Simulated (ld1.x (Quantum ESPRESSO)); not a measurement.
Before and after: TM potential for hafnium (Hf)

ld1.x (Quantum ESPRESSO) 7.5 input, shortened:

```
&input
   title='Hf', zed=72., rel=1, dft='PBESOL', iswitch=3,
   config='[Xe] 4f14 5d1 6s0 6p0'
 /
 &inputp
   pseudotype=2, tm=.true., lloc=-1, rcloc=1.45,
   nlcc=.true., rcore=0.85
 /
3
5S  1  0   2.00   0.00  1.15  1.15  0.0
5P  2  1   6.00   0.00  1.80  1.80  0.0
5D  3  2   1.00   0.00  2.65  2.65  0.0
 &test
   configts(1)='5s2 5p6 5d1 6s0 6p0'
 /
```

Change: wave 5p (bound): rc 1.80 bohr becomes 5p (bound): rc 1.26 bohr.

Cutoffs: the cutoffs (Ry, on a coarse ladder) from which the occupation-weighted sum of valence levels, in a spherical-Bessel basis at the reference potential, stays within 10 and 1 mRy of its value at 400 Ry; they do not see the model core or the augmentation charge, which bear on the density cutoff. Errors are all-electron minus pseudo energies relative to the spin-unpolarised reference configuration.

Question: What does the change do?

Answer: The potential gets neither clearly harder nor softer (90 Ry and 180 Ry → 100 Ry and 180 Ry); the s channel sets the loose cutoff, while the largest relative change is in p, which becomes harder; of the 7 tests that both files solve, the error grows in 0 and shrinks in 2 by more than 15 % and 0.3 meV (median size 50.5 → 24.5 meV); the range in which the p phases agree widens (upper end -1.6 → 3.4); neither file shows a bound ghost.

| quantity | base | changed |
| --- | --- | --- |
| cutoff, loose | 90 Ry | 100 Ry |
| cutoff, tight | 180 Ry | 180 Ry |
| loose cutoff by channel (10 mRy a level) | s 90 Ry, p 18 Ry, d 21 Ry | s 90 Ry, p 50 Ry, d 21 Ry |
| bound ghosts | none | none |
| error for 5s2 5p6 5d2 6s2 6p0, meV [ΔE -43.94 eV] | +51 | +48 |
| error for 5s2 5p6 5d2 6s1 6p0, meV [ΔE -35.94 eV] | +22 | +21 |
| error for 5s2 5p6 5d2 6s0 6p0, meV [ΔE -21.77 eV] | -24 | -25 |
| error for 5s2 5p6 5d1 6s2 6p0, meV [ΔE -37.41 eV] | +124 | +122 |
| error for 5s2 5p6 5d0 6s0 6p0, meV [ΔE 32.82 eV] | -51 | -53 |
| error for 5s2 5p6 5d2.5 6s1.5 6p0, meV [ΔE -42.69 eV] | +11 | +9.1 |
| error for 5s2 5p6 5d2 6s0 6p2, meV [ΔE -36.03 eV] | +50 | -0.8 |
| s: phases at 2.91 bohr within 0.05 rad from the reference energy up to (Ry; the scan ends near 5) | n/a | n/a |
| p: phases at 2.91 bohr within 0.05 rad from the reference energy up to (Ry; the scan ends near 5) | -1.6 | 3.4 |
| d: phases at 2.91 bohr within 0.05 rad from the reference energy up to (Ry; the scan ends near 5) | to the end of the scan | to the end of the scan |
